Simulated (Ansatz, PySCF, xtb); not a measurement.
Donor–acceptor adduct: BH3 (SMILES B) (first 4 atoms) with C2H6S (SMILES CSC); geometry from B3LYP-D3(BJ)/def2-TZVP, rigid monomers moved along the line of their centres of mass till B1···S6 is 2.24 Å.
(charge 0, multiplicity 1):
| atom | x (Å) | y (Å) | z (Å) |
|---|---|---|---|
| B | -0.3293 | 0.6027 | 0.7595 |
| H | 0.0017 | -0.2209 | -0.0559 |
| H | -1.4951 | 0.9039 | 0.7056 |
| H | 0.4334 | 1.5290 | 0.8904 |
| C | 1.6237 | -0.7460 | 2.9177 |
| S | -0.1492 | -0.4802 | 2.7128 |
| C | -0.4255 | 0.7939 | 3.9603 |
| H | 1.8270 | -1.1607 | 3.9034 |
| H | 1.9251 | -1.4545 | 2.1492 |
| H | 2.1495 | 0.1959 | 2.7704 |
| H | -0.2370 | 0.3902 | 4.9535 |
| H | -1.4674 | 1.0950 | 3.8751 |
| H | 0.2179 | 1.6476 | 3.7533 |

```
level                            interaction energy (meV)  cost
-------------------------------  ------------------------  ----
GFN2-xTB                                           -868.3     -
HF/3-21G (no counterpoise)                         -919.4     -
PBE/def2-TZVPPD                                   -1516.5    ×1
PBE-D3(BJ)/def2-TZVPPD                            -1606.1    ×1
PBE-D4/def2-TZVPPD                                -1607.2    ×1
BP86/6-31G* (no counterpoise)                     -1395.2     -
r2SCAN-D4/def2-TZVPPD                             -1551.3    ×2
B3LYP/6-31G*                                      -1203.3     -
B3LYP/6-31G* (no counterpoise)                    -1241.6     -
B3LYP-D3(BJ)/def2-TZVPPD                          -1409.9    ×2
B3LYP-D4/def2-TZVPPD                              -1400.1    ×2
PBE0/def2-TZVPPD                                  -1457.1    ×2
PBE0-D4/def2-TZVPPD                               -1536.3    ×2
M06-2X/6-31G* (no counterpoise)                   -1354.1     -
wB97X-V/def2-TZVPPD                               -1387.7    ×4
wB97M-V/def2-TZVPPD                               -1401.4    ×4
MP2/6-31G* (no counterpoise)                      -1291.0     -
MP2/aug-cc-pV(D+d)Z                               -1297.6     -
CCSD/aug-cc-pV(D+d)Z                              -1190.0     -
CCSD(T)/aug-cc-pV(D+d)Z                           -1251.4   ×20
```

The rows run from -1607.2 (PBE-D4/def2-TZVPPD) to -868.3 meV (GFN2-xTB). In aug-cc-pV(D+d)Z the value moves MP2 -1297.6, CCSD -1190.0, CCSD(T) -1251.4, a shift of 46.3 from MP2 to CCSD(T). The dispersion term adds -89.6 in PBE-D3(BJ), -90.8 in PBE-D4, -79.2 in PBE0-D4. The 4 functionals in def2-TZVPPD without D3 or D4 span 128.7, from PBE to wB97X-V.

Monomers are frozen at their geometry in the pair; levels with a basis set take the counterpoise correction. Rows marked so take none.

Cores are frozen in the correlated methods. Rows in 3-21G, 6-31G* carry no dispersion term and start afresh at each structure (6-31G* with six Cartesian d functions). MP2/6-31G* freezes PySCF's default core.

Programs: Ansatz (a quantum-chemistry and plane-wave program); PySCF for 3-21G rows, 6-31G* rows, the dispersion terms; xtb for the GFN methods. Values without a source in brackets are computed.

Costs are rough ratios of core time to PBE/def2-TZVPPD (about 9 s over the structures, on one shared machine); a dash marks a level with no comparable run of its own.
